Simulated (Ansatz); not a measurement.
Cost and result for the atomization energy of CH6AlNSi (`[SiH3][CH]1[NH][AlH]1`) (10 atoms, 10 bonds).

```xyz
10

Si    1.303   -0.083    0.682
C    -0.444   -0.489    0.217
N    -0.814   -0.332   -1.251
Al   -1.638    0.899   -0.381
H     1.496   -0.165    2.159
H     2.313   -0.977    0.038
H     1.622    1.310    0.244
H    -0.853   -1.386    0.694
H    -0.362   -0.893   -1.951
H    -2.622    2.117   -0.449
```

Charge 0, multiplicity 1. The structure was optimised at the PBE0-D4/def2-TZVP level. Program: Ansatz. All runs use 2 threads of an Intel Xeon on a shared host. Times are those of one run each, without the atoms' runs, and a repeat can differ threefold. Electronic energies, without spin–orbit coupling; frozen cores. CCSD(T)/CBS adds CCSD(T) − MP2 in def2-TZVPP to the MP2 limit, and its time is that of the two runs behind it. T1 = 0.014. B3LYP takes the VWN-RPA correlation (the form of Gaussian; ORCA's B3LYP/G). HSE06 is the plane-wave form, built on full-range PBE exchange.

CCSD(T)/CBS is a level of theory with its own doubt, some kJ/mol a heavy atom from the limit and from the frozen cores, so smaller differences don't rank the functionals.

| level | functions | wall time | atomization (kcal/mol) | difference from CCSD(T)/CBS | per bond |
| --- | --- | --- | --- | --- | --- |
| BLYP-D4/def2-TZVPP | 230 | 2.5 s | 748.6 | -2.8 | -0.3 |
| CCSD(T)/def2-SVP | 94 | 2.7 s | 698.9 | -52.5 | -5.3 |
| PBE0-D4/def2-TZVPP | 230 | 3.1 s | 746.8 | -4.6 | -0.5 |
| BHLYP-D4/def2-TZVPP | 230 | 3.3 s | 731.5 | -19.9 | -2.0 |
| HSE06-D4/def2-TZVPP | 230 | 3.5 s | 747.3 | -4.1 | -0.4 |
| CAM-B3LYP-D4/def2-TZVPP | 230 | 3.8 s | 754.1 | 2.7 | 0.3 |
| r2SCAN-D4/def2-TZVPP (with forces) | 230 | 4.8 s | 751.0 | -0.4 | 0.0 |
| B3LYP-D4/def2-TZVPP (with forces) | 230 | 4.9 s | 751.1 | -0.3 | 0.0 |
| B2PLYP/def2-TZVPP | 230 | 6 s | 741.0 | -10.4 | -1.0 |
| ωB97X-V/def2-TZVPP | 230 | 8.5 s | 756.5 | 5.1 | 0.5 |
| MP2/def2-QZVPP | 434 | 21 s | 748.8 | -2.6 | -0.3 |
| CCSD(T)/def2-TZVPP | 230 | 54 s | 728.0 | -23.4 | -2.3 |
| CCSD(T)/CBS(def2) | – | 75 s | 751.4 | 0.0 | 0.0 |

At CCSD(T), def2-SVP lies −52.5 kcal/mol from the extrapolated value and def2-TZVPP −23.4 kcal/mol: correlation converges slowly with the basis, and small sets miss more of it in the bonded molecule than in its fragments. The D4 term adds +8.0 kcal/mol with B3LYP and +4.2 kcal/mol with PBE0; it sums over pairs of atoms, weighted by their polarisabilities, and B3LYP, whose exchange is more repulsive, gets the larger term. Leaving LDA and LC-ωPBE aside and taking each functional with its dispersion term where it has one, the values, not all of them listed here, spread over 26.9 kcal/mol, from BHLYP-D4 to PBE-D4. LDA lies +99.4 kcal/mol from PBE without D4, its usual overbinding.
